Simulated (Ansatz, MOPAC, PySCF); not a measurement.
Isomers of C4H10S: 1 is CC(C)(C)S, 2 is CCSCC; one conformer of each (the lowest of an xTB search), B3LYP-D3(BJ)/def2-TZVP minima.
Isomer 1 (charge 0, multiplicity 1):
```xyz
15

C      0.8946    -0.2695    -1.0986
C      0.0402    -0.1355     0.1610
C     -0.1689     1.3355     0.5176
C     -1.3070    -0.8347    -0.0311
S      0.8519    -1.0215     1.5750
H      0.3959     0.2182    -1.9415
H      1.8688     0.2037    -0.9660
H      1.0570    -1.3168    -1.3519
H     -0.6841     1.8481    -0.3001
H     -0.7680     1.4377     1.4219
H      0.7845     1.8402     0.6818
H     -1.9226    -0.7602     0.8664
H     -1.8481    -0.3639    -0.8548
H     -1.1737    -1.8903    -0.2715
H      1.9795    -0.2911     1.5919
```
Isomer 2 (charge 0, multiplicity 1):
```xyz
15

C     -1.982    -0.143     0.297
C     -1.079     1.029    -0.059
S      0.102     0.704    -1.408
C      1.139    -0.614    -0.697
C      1.931    -0.209     0.538
H     -2.704     0.151     1.063
H     -1.409    -0.983     0.694
H     -2.529    -0.492    -0.579
H     -1.670     1.869    -0.431
H     -0.537     1.389     0.817
H      0.522    -1.492    -0.498
H      1.812    -0.881    -1.514
H      1.273     0.038     1.372
H      2.554     0.662     0.331
H      2.577    -1.029     0.861
```

No zero-point or thermal terms.

Cores are frozen in the correlated methods. Rows in 6-31G*, LANL2DZ carry no dispersion term and start afresh at each structure (6-31G* with six Cartesian d functions). LANL2DZ brings its own core potentials from Na on. The state reached by AM1 isn't checked.

The values were computed with Ansatz (an electronic-structure program) with Gaussian orbitals; MOPAC for AM1 (differences of heats of formation); PySCF for 6-31G* rows, LANL2DZ rows, the dispersion terms. Each number belongs to the level named beside it.

```csv
level,electronic energy of isomer 2 less that of isomer 1 (eV)
AM1,-0.103
BLYP/def2-TZVPP,0.041
BLYP-D4/def2-TZVPP,0.110
r2SCAN-D3(BJ)/def2-TZVPP,0.164
B3LYP/6-31G*,0.027
B3LYP/LANL2DZ,-0.001
PBE0-D4/def2-TZVPP,0.134
MP2/cc-pV(D+d)Z,(withheld)
CCSD/cc-pV(D+d)Z,(withheld)
```

Problem. Some entries are withheld; supply them.

Solution. 
- MP2/cc-pV(D+d)Z, electronic energy of isomer 2 less that of isomer 1 (eV): 0.320
- CCSD/cc-pV(D+d)Z, electronic energy of isomer 2 less that of isomer 1 (eV): 0.290
